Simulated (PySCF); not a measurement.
**Vertical excitation energies**

C₆H₁₁FP₂.
Atom-mapped SMILES: `[CH3:1][CH:2]=[P@:3]1([PH2:4])[CH:5]=[C:6]([F:7])[CH2:8][CH2:9]1` (hydrogens: H10, H11, H12 on C1; H13 on C2; H14, H15 on P4; H16 on C5; H17, H18 on C8; H19, H20 on C9)

The calculation used TDDFT CAM-B3LYP/def2-SVPD, vertical, gas phase, core orbitals frozen in the response in PySCF. Geometry: PBE0-D3(BJ)/def2-SVP, one conformer, isolated molecule.

```tsv
state	E (eV)	λ (nm)	f	main configurations (H = HOMO, L = LUMO)
S1	3.69	336.0	0.0097	H→L (94%)
S2	4.18	296.9	0.014	H→L+3 (54%), H→L+6 (12%), H→L+1 (8%)
S3	4.36	284.7	0.119	H→L+1 (71%), H→L+2 (14%), H→L+4 (9%)
S4	4.66	265.9	0.273	H→L+2 (63%), H→L+3 (15%), H→L+1 (13%)
S5	5.05	245.7	0.0068	H→L+5 (80%), H→L+3 (8%)
S6	5.32	233.2	0.026	H→L+4 (61%)
S7	5.47	226.8	0.0005	H→L+6 (63%), H→L+3 (10%)
S8	5.67	218.6	0.010	H→L+7 (43%), H→L+8 (35%)
S9	6.05	204.9	0.011	H→L+8 (47%), H→L+7 (35%)
S10	6.12	202.7	0.0047	H→L+10 (42%), H→L+11 (23%), H→L+9 (10%)
```

Triplets, Tamm–Dancoff:

```csv
state,E (eV),λ (nm),"main configurations (H = HOMO, L = LUMO)"
T1,2.93,423.0,H→L+1 (83%)
T2,3.56,348.3,H→L (87%)
T3,4.01,309.2,"H→L+3 (56%), H→L+6 (15%), H→L+4 (8%)"
T4,4.27,290.1,"H-1→L (59%), H→L+2 (12%)"
```

The lowest singlet comes at 336 nm (356 kJ/mol) in the ultraviolet; it is weak; its leading configuration is HOMO→LUMO (94%). The strongest level in the table is S4 at 4.66 eV (266 nm, f = 0.273). Löwdin shares by element: HOMO carbon 53% or more, phosphorus 32% (atoms not listed hold the other 16%); LUMO carbon 49% or more, phosphorus 8% or more, fluorine 7% (atoms not listed hold the other 36%). The listed states span 2.43 eV, and the widest gap between neighbours is 0.49 eV (S1 to S2). Weighted by f, the mean energy of these states is 4.66 eV. Of the 10 states listed, 6 reach f = 0.01 and none stays under 0.0005. All these states lie below the vertical ionisation energy of 6.42 eV (ΔSCF). The window holds the lowest 10 singlets.

Hardware: one thread of an Arm Neoverse V2, shared host with 96 logical CPUs at a one-minute load of 40. Cost: 3.5 min, 1.5 GiB resident at most.
